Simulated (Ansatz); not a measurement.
`[Cl][Ti]([Cl])([Cl])[Cl]` and `[SH][Ti]([Cl])([Cl])[Cl]` differ in one atom or group.

Ansatz, PBE0-D4/def2-TZVP geometries, multiplicity 1. Each molecule was computed in one conformer, which needn't be the lowest.

Scalar relativity is left out up to krypton.

```
                                          property  `[Cl][Ti]([Cl])([Cl])[Cl]`
             HOMO–LUMO gap (B3LYP/def2-TZVPP) / eV                        5.40
                LUMO energy (PBE0/def2-TZVPP) / eV                       -3.73
    zero-point energy (PBE0-D4/def2-TZVP) / kJ/mol                        15.3
  size of the dipole moment (B3LYP/def2-TZVPP) / D                        0.00
size of the dipole moment (ωB97M-V/def2-TZVPP) / D                        0.00
                HOMO energy (PBE0/def2-TZVPP) / eV                       -9.63
```

Q: Give the same properties after the change, and the shifts. (An estimate is asked.)

A: Computed: 
```tsv
property	`[SH][Ti]([Cl])([Cl])[Cl]`	shift
HOMO–LUMO gap (B3LYP/def2-TZVPP) / eV	4.23	-1.17
LUMO energy (PBE0/def2-TZVPP) / eV	-3.62	0.11
zero-point energy (PBE0-D4/def2-TZVP) / kJ/mol	34.7	19.4
size of the dipole moment (B3LYP/def2-TZVPP) / D	0.87	0.87
size of the dipole moment (ωB97M-V/def2-TZVPP) / D	0.86	0.86
HOMO energy (PBE0/def2-TZVPP) / eV	-8.32	1.31
```

With PBE0 the HOMO rises by 1.31 eV and the LUMO rises by 0.11 eV, so the gap narrows by about 1.20 eV. PBE moves the HOMO by 1.14 eV and ωB97M-V by 1.37 eV. The zero-point energy changes by 19.4 kJ/mol with +3 modes.

B3LYP here is the variant with VWN-RPA as its local correlation; programs differ in this.
